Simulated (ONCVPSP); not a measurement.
Before and after: ONCV potential for gallium

ONCVPSP 4.0.1 input, shortened (lines: element, Z, core and valence counts, functional; n l f; lmax; l rc ep ncon nbas qcut; lloc lpopt rc5 dvloc0; l nproj debl; icmod fcfact rcfact), LDA (Perdew-Zunger), scalar-relativistic:

```
  Ga 31.00    5    3        3      upf
    1    0    2.00
    2    0    2.00
    2    1    6.00
    3    0    2.00
    3    1    6.00
    3    2   10.00
    4    0    2.00
    4    1    1.00
    2
    0    1.60    0.00    4    7    4.80
    1    2.25    0.00    3    6    3.90
    2    1.05    0.00    4    9   15.80
    4    5    0.95    6.00
    0    2    1.10
    1    1    2.60
    2    2    2.90
    0    0.00    0.00
```

All-electron outer shells of the reference configuration (LDA (Perdew-Zunger), scalar-relativistic, ld1.x):

```json
{"shell": "3s", "level (eV)": "-147.43", "outermost node (bohr)": "0.27", "outermost maximum (bohr)": "0.56"}
{"shell": "3p", "level (eV)": "-98.65", "outermost node (bohr)": "0.24", "outermost maximum (bohr)": "0.56"}
{"shell": "3d", "level (eV)": "-19.40", "outermost node (bohr)": "–", "outermost maximum (bohr)": "0.53"}
{"shell": "4s", "level (eV)": "-9.17", "outermost node (bohr)": "0.81", "outermost maximum (bohr)": "1.87"}
{"shell": "4p", "level (eV)": "-2.74", "outermost node (bohr)": "0.87", "outermost maximum (bohr)": "2.53"}
```

Change: functional revPBE.

Cutoffs: the cutoffs (Ha) at which the residual kinetic energy of the hardest occupied pseudo-wave falls to 1 and 0.1 mHa per electron; they do not see the model core or the augmentation charge, which bear on the density cutoff. Errors are all-electron minus pseudo energies relative to the spin-unpolarised reference configuration.

Question: How do hardness, ghosts and transferability respond?

Answer: The potential gets neither clearly harder nor softer (96 Ha and 107 Ha → 96 Ha and 107 Ha); both files keep a bound ghost (s); of the 3 tests that both files solve, the error grows in 0 and shrinks in 2 by more than 15 % and 0.3 meV (median size 1.2 → 0.3 meV).

```tsv
quantity	base	changed
cutoff, loose	96 Ha	96 Ha
cutoff, tight	107 Ha	107 Ha
loose cutoff by channel	s 7.6 Ha, p 2.7 Ha, d 96 Ha	s 7.5 Ha, p 2.6 Ha, d 96 Ha
bound ghosts	s	s
GHOST(+) flags under 300 eV	s at 127.2 eV	none
tests with a reliable result	3 of 4	3 of 4
error for 3d10 4s2 4p0, meV [ΔE 5.89 → 5.62 eV]	-1.2	-0.7
error for 3d10 4s1 4p0, meV [ΔE 27.39 → 26.61 eV]	-6.0	+0.3
error for 3d10 4s2 4p0.5, meV [ΔE 2.12 → 2.00 eV]	-0.1	0.0
s: phases at 1.63 bohr within 0.05 rad from the reference energy up to (Ha; the scan ends near 5)	3.6	3.5
p: phases at 2.29 bohr within 0.05 rad from the reference energy up to (Ha; the scan ends near 5)	1.1	1.1
d: phases at 1.06 bohr within 0.05 rad from the reference energy up to (Ha; the scan ends near 5)	to the end of the scan	to the end of the scan
```

 A true bound ghost makes a file unfit for plane-wave use even where its test errors are small: the radial tests pick states by their node count and pass the ghost by.
